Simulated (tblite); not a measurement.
Species: C₅H₈O₂.
Bonds: C1–C2 (double), C2–O3, O3–C4, C2–C5, C5–C6, C5–O7 (double). Hydrogens: H8, H9 on C1; H10, H11, H12 on C4; H13, H14, H15 on C6.

Computed with GFN2-xTB (tblite), gas phase: nudged elastic band of 9 images (0 to 8), spring 0.2 eV/Å², climbing image at the end, force threshold 0.05 eV/Å. The top image wasn't refined or checked by frequencies; at this threshold it can lie a kcal/mol or more above the true saddle point of the method.

The band describes a rotation about C2–C5 (vinylic carbon bearing oxygen, ketone carbonyl carbon), followed by the dihedral O3–C2–C5–C6, from the optimised start (0°) to a second optimised geometry at 180°.

Question: How does the energy change from image to image?

Answer: 
```csv
image,dihedral (°),E (eV),C2–C5 (Å),O3···C6 (Å),largest true force (eV/Å)
0,0,0.000,1.496,2.67,0.01
1,22,0.023,1.499,2.73,0.04
2,44,0.089,1.503,2.85,0.06
3,68,0.174,1.512,3.03,0.05
4,92,0.221,1.516,3.23,0.03
5,115,0.215,1.511,3.43,0.04
6,137,0.200,1.505,3.59,0.04
7,158,0.183,1.501,3.69,0.05
8,180,0.169,1.501,3.73,0.01
```

Barriers of this band. The top is image 4 at 92°: 0.221 eV forward and 0.052 eV back; the end lies 0.169 eV above the start. The central bond is 0.020 Å longer at the top than at the start.

Question: What rate follows at 298 K for crossing this barrier forward?

Answer: Taking the electronic barrier for the free energy of activation (no zero-point or entropy terms, transmission 1), rate = (kT/h)·exp(−ΔE/kT) ≈ 1 × 10^9 s⁻¹, whose inverse is 9 × 10^-10 s. An error of 1 kcal/mol in the barrier changes this by a factor of 5, and the method and the loose band can each miss by that much or more.

Question: How would the two end points share their population at 298 K, from these energies alone?

Answer: exp(−ΔE/kT) with ΔE = 0.169 eV gives 0.0014 for the higher one (end) against 1 for the lower, without vibrational, rotational or degeneracy terms.

The cost below is that of the whole band run. Time: 2.3 s; peak memory 0.18 GiB. Hardware: one thread of an Arm Neoverse V1, shared host.
